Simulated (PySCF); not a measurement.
C2H4F2OSi, SMILES [Si@@H](CF)(F)C=O. Coordinates come from a B3LYP-D3(BJ)/def2-SVP optimisation. The structure was generated by enumeration; whether it is a known compound was not checked. The values are those of a single conformer.

Computed equilibrium geometry at B3LYP-D3(BJ)/def2-SVP (PySCF confirms it by a frequency run) as a Z-matrix (one conformer of several):
```
Si
F 1 1.6310
H 1 1.4837 2 108.52
C 1 1.8888 3 111.46 2 -122.89
F 4 1.3873 1 110.88 3 45.12
H 4 1.1056 5 109.39 1 -122.79
H 4 1.1059 6 107.32 5 119.02
C 1 1.9247 3 110.46 2 119.16
O 8 1.2131 1 118.03 3 75.01
H 8 1.1263 9 120.37 1 180.00
```
Charge 0, spin multiplicity 1.
